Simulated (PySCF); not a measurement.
## 33S chemical shifts

[PySCF 2.14.0 with density-fitted response routines: PBE0/pcSseg-1 with gauge-including orbitals; geometry from GFN2-xTB; relativity neglected; rapidly exchanging positions averaged; no solvent; a single conformation]

Shieldings were converted by a linear fit to measured shifts: 33S: δ = 158.28 − 0.937σ (rms 33.3 ppm, 20 shifts vs sulfate, solution or neat liquid). Occasional misses reach two or three times the rms, and more in compound classes unlike the fitted ones.

Q: Give the 33S shifts of `CC[C@@]1(F)CO[S@@](=O)O1`, `O=S(=O)(Cl)C1CCCCC1`, `C[C@@H]1O[S@@](=O)O[C@@]1(C)F`, `C[C@@H]1O[S@@](=O)O[C@@]1(C)F`.

A: 
| compound | environment | δ (ppm) |
| --- | --- | --- |
| CC[C@@]1(F)CO[S@@](=O)O1 | sulfur bonded to 3 O, in a 5-membered ring | 235 |
| O=S(=O)(Cl)C1CCCCC1 | sulfonyl sulfur | 36 |
| C[C@@H]1O[S@@](=O)O[C@@]1(C)F | sulfur bonded to 3 O, in a 5-membered ring | 222 |
| C[C@@H]1O[S@@](=O)O[C@@]1(C)F | sulfur bonded to 3 O, in a 5-membered ring | 222 |

Q: Match the shifts 558, 235, 25 ppm to `CC[C@@]1(F)CO[S@@](=O)O1`, `FC(F)[C@H]1CCC(=S)C[SiH2]1`, `C=C[C@@H](C)[C@@H](C)S(=O)(=O)Cl`.

A: 558: FC(F)[C@H]1CCC(=S)C[SiH2]1 (thione sulfur); 235: CC[C@@]1(F)CO[S@@](=O)O1 (sulfur bonded to 3 O, in a 5-membered ring); 25: C=C[C@@H](C)[C@@H](C)S(=O)(=O)Cl (sulfonyl sulfur).
